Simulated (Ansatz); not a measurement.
Basis-set series for CH₉GeNSi (`C[SiH2][NH][GeH3]`). Total charge 0; spin multiplicity 1. All single points use the PBE0-D4/def2-TZVP geometry. It is one conformer, not always the lowest.

| functional | basis | functions | energy (Eh) | HOMO (eV) | LUMO (eV) |
| --- | --- | --- | --- | --- | --- |
| PBE0-D4 | def2-TZVPP | 278 | -2464.35625 | -7.13 | 0.28 |
| PBE0-D4 | def2-QZVPP | 543 | -2464.41763 | -7.15 | 0.04 |
| ωB97M-V | def2-TZVPP | 278 | -2464.65209 | -9.42 | 1.90 |
| ωB97M-V | def2-QZVPP | 543 | -2464.71137 | -9.43 | 1.37 |

Q: Give the rows for def2-SVP. (Estimate.)

A: Computed: 
```tsv
functional	basis	functions	energy (Eh)	HOMO (eV)	LUMO (eV)
PBE0-D4	def2-SVP	123	-2463.87698	-7.01	0.67
ωB97M-V	def2-SVP	123	-2464.16612	-9.27	2.48
```

Positive LUMOs are unbound and depend on the basis. Scalar relativity is left out up to krypton.
